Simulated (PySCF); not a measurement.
# Cr⁺: excitation energy

Cr⁺ [Ar] 3d5 (6S) → Cr⁺ [Ar] 3d4 4p1 (high-spin determinant), as a difference of total energies. Computed with PySCF 2.14 in x2c-QZVPPall (11s7p5d3f2g, 96 functions), with the spin-free X2C one-electron Hamiltonian (Gaussian nucleus). Correlated levels: valence: [Ar] frozen; valence and next inner shell: [Ne] frozen. The calculations carry no spin-orbit coupling.

| method | excitation energy (eV) |
| --- | --- |
| UHF | 4.874 |
| LDA | 6.162 |
| PBE | 5.885 |
| PBE0 | 5.780 |
| r2SCAN | 5.776 |
| MP2 (valence) | 5.647 |
| SCS-MP2 (valence) | 5.132 |
| MP2 (valence and next inner shell) | 6.164 |
| SCS-MP2 (valence and next inner shell) | 5.628 |

Task: How much does correlation contribute at MP2 (valence and next inner shell)?

Result: 6.164 − (4.874) = 1.290 eV, measured against UHF.

A first-order spin-orbit estimate (lowest level to lowest level, LS coupling) adds -0.061 eV.

The basis was made for the ground configuration and has no added diffuse functions, so the excitation energy can come out too high.

The determinant of the upper state mixes LS terms, which raises its energy above the lowest term, most at the Hartree-Fock and MP2 levels.
